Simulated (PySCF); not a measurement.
A mixed set of molecules. Computed with TDDFT B3LYP/def2-SVPD, vertical, gas phase, core orbitals frozen in the response (PySCF 2.14.0, density-fitted response routines). Geometries: GFN2-xTB; one conformer of each isolated species. Triplets are in the Tamm–Dancoff approximation. 'Strongest' means the level of largest summed f among the lowest 8 singlets; it needn't be the same kind of state in each.

Question: Rank by computed LUMO energy, lowest first.
A. `C=CC1=CC=CC(F)=C1`
B. `CC(C(=O)F)=C([SiH3])[SiH3]`
C. `C[C@@H](F)C#P`
D. `C=C/P=C/F`

Answer: B (-2.83 eV), D (-2.00 eV), C (-1.88 eV), A (-1.56 eV).

| SMILES | LUMO (eV) | f (strongest) | S1 (eV) | HOMO (eV) | gap (eV) | α (au) | S1 mainly |
| --- | --- | --- | --- | --- | --- | --- | --- |
| CC(C(=O)F)=C([SiH3])[SiH3] | -2.83 | 0.22 | 4.40 | -8.15 | 5.33 | 106.8 | H-1→L (95%) |
| C=C/P=C/F | -2.00 | 0.28 | 4.85 | -6.75 | 4.75 | 67.3 | H→L (92%) |
| C[C@@H](F)C#P | -1.88 | 0.30 | 4.17 | -7.58 | 5.70 | 62.4 | H→L (95%) |
| C=Cc1cccc(F)c1 | -1.56 | 0.29 | 4.72 | -6.64 | 5.08 | 97.1 | H→L (46%) |

H and L stand for HOMO and LUMO.
